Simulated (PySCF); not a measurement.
A species of formula C2H5NO2Si has this rotational fingerprint, computed with PBE0-D3(BJ)/def2-SVP geometry optimisation, gas phase in PySCF:

* Rotational constants: A = 7173, B = 1815, C = 1480 MHz
* Dipole components: |μa| = 2.35 D, |μb| = 2.20 D, |μc| = 0.57 D
* Inertial defect: -7.28 u·Å²
* κ: -0.88

Question: Which structure is it? (One computed conformer of each.)
A. `[CH3:1][O:2][Si@H:3]([OH:4])[C:5]#[N:6]` with C1–O2–Si3–O4 162°, O2–Si3–O4–H -53°
B. `[NH2:1][C:2](=[O:3])[SiH2:4][CH:5]=[O:6]` with N1–C2–Si4–C5 8°, C2–Si4–C5–O6 -9°
C. `[O:1]=[CH:2]/[CH:3]=[N:4]\[SiH2:5][OH:6]` with O1–C2–C3–N4 3°, C3–N4–Si5–O6 171°, N4–Si5–O6–H 36°

Answer: C. It is O=C/C=N\[SiH2]O, an asymmetric top. The candidates at the same level (rigid rotor, commonest isotopes):

```tsv
SMILES	A (MHz)	B (MHz)	C (MHz)	μa (D)	μb (D)	μc (D)	Δ (u·Å²)	point group	rotor
O=C/C=N\[SiH2]O	7173	1815	1480	2.35	2.20	0.57	-7.28	–	asymmetric top
NC(=O)[SiH2]C=O	4939	2087	1495	2.51	0.15	0.03	-6.55	near Cs	asymmetric top
CO[Si@H](O)C#N	3131	2700	1582	2.51	0.32	0.41	-29.10	C1	asymmetric top
```

`NC(=O)[SiH2]C=O` has A 31 % too low; `CO[Si@H](O)C#N` has A 56 % too low. No structure here is proved a minimum.
